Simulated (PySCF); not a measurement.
C6H5NO.
Numbering: `[CH:1]#[C:2]/[C:3](=[CH:4]\[C:5]#[N:6])[O:7][CH3:8]` (hydrogens: H9 on C1; H10 on C4; H11, H12, H13 on C8)

Theory: TDDFT wB97X-D/def2-SVPD, vertical, gas phase, core orbitals frozen in the response (PySCF). Geometry: GFN2-xTB, one conformer, isolated molecule. Torsions of this conformer, `[CH:1]#[C:2]/[C:3](=[CH:4]\[C:5]#[N:6])[O:7][CH3:8]`: C2–C3–O7–C8 0°.

Orbital energies (eV): HOMO-3 -11.48, HOMO-2 -11.26, HOMO-1 -10.98, HOMO -8.86, LUMO -0.28, LUMO+1 1.62, LUMO+2 2.04.

Computed singlets:

```
state  E (eV)       f
   S1    4.91   0.385
   S2    5.48  0.0000
   S3    5.73  0.0000
   S4    6.32  0.0001
   S5    6.34   0.064
   S6    6.67  0.0003
   S7    7.05  0.0004
   S8    7.44  0.0005
```

Problem. Which orbital pair leads each of S1, S2, S3, S4 and S5, and how does its energy difference Δε compare with the excitation energy?

Solution. 

| state | leading configuration | weight | Δε (eV) | E (eV) | E − Δε (eV) | f | other configurations |
| --- | --- | --- | --- | --- | --- | --- | --- |
| S1 | HOMO→LUMO | 0.95 | 8.58 | 4.91 | -3.67 | 0.385 | – |
| S2 | HOMO-1→LUMO | 0.88 | 10.71 | 5.48 | -5.23 | 0.0000 | – |
| S3 | HOMO→LUMO+1 | 0.84 | 10.48 | 5.73 | -4.75 | 0.0000 | – |
| S4 | HOMO-3→LUMO | 0.87 | 11.21 | 6.32 | -4.88 | 0.0001 | – |
| S5 | HOMO-2→LUMO | 0.76 | 10.99 | 6.34 | -4.65 | 0.064 | H-1→L+1 (16%) |

E − Δε runs from -5.23 to -3.67 eV. By orbital difference alone the order would be S1, S3, S2, S5, S4.

H and L stand for HOMO and LUMO. The other states: S6 6.67 eV, f 0.0003, H→L+3 (32%), H→L+5 (20%), H→L+2 (18%); S7 7.05 eV, f 0.0004, H→L+2 (50%), H→L+5 (25%), H-2→L+1 (11%); S8 7.44 eV, f 0.0005, H-4→L (77%).

Problem. Which computed triplets share their leading configuration (75% or more) with a singlet, and how far apart are the partners?

Solution. 

```
configuration  triplet  E(T) (eV)  singlet  E(S) (eV)  E(S) − E(T) (eV)
    HOMO→LUMO       T1       2.88       S1       4.91             +2.03
```

The 3 triplets are Tamm–Dancoff values, the singlets full response.

Summed over the main configurations (up to three a state, each over 8%) of all 8 singlets, the electron leaves HOMO with weight 3.25, HOMO-1 with weight 1.04, HOMO-2 with weight 0.88 and HOMO-3 with weight 0.87.
